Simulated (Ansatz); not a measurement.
Geometry optimisation, Ansatz 0.2.0, RKS PBE/def2-SVP.

The input (input.yaml):

```yaml
crystal:
  periodic: [false, false, false]
  atoms:
    - { symbol: W, position_ang: [0.0, 0.0, 0.0] }
    - { symbol: F, position_ang: [0.0, 0.0, 2.2] }
    - { symbol: Cl, position_ang: [2.39, 0.0, 0.0] }
    - { symbol: O, position_ang: [0.0, 1.94, 0.0] }
    - { symbol: H, position_ang: [-0.6343, 2.2771, -0.71] }
    - { symbol: F, position_ang: [-1.85, 0.0, 0.0] }
    - { symbol: Cl, position_ang: [0.0, -2.39, 0.0] }
    - { symbol: F, position_ang: [0.0, 0.0, -1.85] }
    - { symbol: Cl, position_ang: [1.7619, -1.8472, 0.8482] }
    - { symbol: H, position_ang: [0.8713, -0.9135, 2.0396] }
basis:
  gaussian: { orbitals: def2-SVP }
hamiltonian:
  xc: pbe
relax:
  f_tol: 0.15
  max_steps: 25
  restrain:
    - { distance: [0, 8], at: 2.39, k: 30.0 }
    - { distance: [9, 1], at: 0.92, k: 30.0 }
    - { distance: [0, 1], at: 3.05, k: 30.0 }
    - { distance: [9, 8], at: 2.57, k: 30.0 }
```

Launched with:

```bash
$ ansatz run input.yaml --threads 4 --pin off --max-ram 5120MiB --backend cpu --events-out ev --progress --plain --runs-dir out
```

Question: Where does it end, and by what steps?

Answer: The run converged. The restraints hold the end off the free minimum; the threshold counts their pulls, which the force column leaves out. Restrained pairs: W1–Cl9 (2.69 → 2.38 Å), F2–H10 (1.27 → 0.93 Å), W1–F2 (2.20 → 3.09 Å), Cl9–H10 (1.76 → 2.56 Å). After 21 steps the energy has fallen by 8.633 eV (the restraints' own energy left out); H5 moved furthest, 2.16 Å. The start is strongly strained (largest force component 9 eV/Å), so its close contacts needn't be bonds.

```tsv
step	energy less start (eV)	largest force component (eV/Å)	accepted
0	0.0000	8.997	yes
1	-1.7704	6.974	yes
2	-2.9043	5.655	yes
3	-4.5907	3.316	yes
4	-5.9291	1.651	yes
5	-6.7330	0.917	yes
6	-7.1643	1.332	yes
7	-7.4525	1.111	yes
8	-7.7015	1.108	yes
9	-7.8739	1.132	yes
10	-8.0610	0.997	yes
11	-8.2212	0.613	yes
12	-8.3071	0.582	yes
13	-8.3921	0.764	yes
14	-8.4633	0.773	yes
15	-8.5407	1.363	yes
16	-8.5781	1.080	yes
17	-8.6025	0.852	yes
18	-8.6106	0.883	yes
19	-8.6235	0.853	yes
20	-8.6318	0.825	yes
21	-8.6328	0.872	yes
```

```xyz
10
Properties=species:S:1:pos:R:3
W 0.382 -0.332 -0.520
F -0.635 0.538 2.263
Cl 2.368 -0.079 -1.668
O 0.500 1.358 0.253
H 0.129 1.518 1.159
F -1.370 -0.518 0.140
Cl 0.136 -2.548 -1.213
F -0.431 0.299 -2.091
Cl 1.546 -1.231 1.354
H -0.086 0.062 2.851
```

Time of the run: 80 s on 4 threads of Arm Neoverse V1 (shared host), peak memory 0.27 GiB.
